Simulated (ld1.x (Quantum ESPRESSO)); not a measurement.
**u(r) = r·R(r): atom against pseudo-atom (gallium)**

Columns: radius, all-electron u(r) and pseudo u(r) of the 4s shell (level -9.25 eV) of gallium in the configuration [Ar] 3d10 4s1.75 4p1.25; PBEsol, scalar-relativistic, TM semilocal scheme, ld1.x (Quantum ESPRESSO) 7.5.

| r (bohr) | all-electron | pseudo |
| --- | --- | --- |
| 0.103 | -0.1405 | -0.0209 |
| 0.205 | -0.1273 | -0.0424 |
| 0.308 | 0.1173 | -0.0659 |
| 0.410 | 0.2831 | -0.0918 |
| 0.513 | 0.3143 | -0.1218 |
| 0.615 | 0.2454 | -0.1564 |
| 0.718 | 0.1219 | -0.1976 |
| 0.820 | -0.0197 | -0.2455 |
| 0.923 | -0.1612 | -0.3017 |
| 1.025 | -0.2890 | -0.3646 |
| 1.128 | -0.4005 | -0.4335 |
| 1.230 | -0.4920 | -0.5026 |
| 1.332 | -0.5651 | -0.5671 |
| 1.435 | -0.6218 | -0.6219 |
| 1.538 | -0.6632 | -0.6632 |
| 1.640 | -0.6910 | -0.6910 |
| 1.743 | -0.7079 | -0.7079 |
| 1.845 | -0.7152 | -0.7152 |
| 1.948 | -0.7146 | -0.7146 |
| 2.050 | -0.7075 | -0.7075 |
| 2.153 | -0.6951 | -0.6951 |
| 2.255 | -0.6786 | -0.6786 |
| 2.358 | -0.6587 | -0.6587 |
| 2.460 | -0.6364 | -0.6364 |
| 2.562 | -0.6125 | -0.6125 |
| 2.665 | -0.5869 | -0.5869 |

(1) How many radial nodes do the two functions have?

(2) At about which radius was the pseudo-wave matched?

(3) Is the pseudo-wave norm-conserving?

Results:

(1) The all-electron 4s function has n − l − 1 = 3 (the table is too coarse to show those close to the nucleus); the pseudo-wave has 0, since the states of the same l below it are removed with the core.

(2) 1.55 bohr. The columns agree to 0.0005 from 1.44 bohr on; several derivatives are matched, so the curves merge somewhat inside the radius.

(3) Yes: the TM semilocal scheme keeps the norm inside the radius equal to the all-electron one, which fixes the energy derivative of the logarithmic derivative at the level.
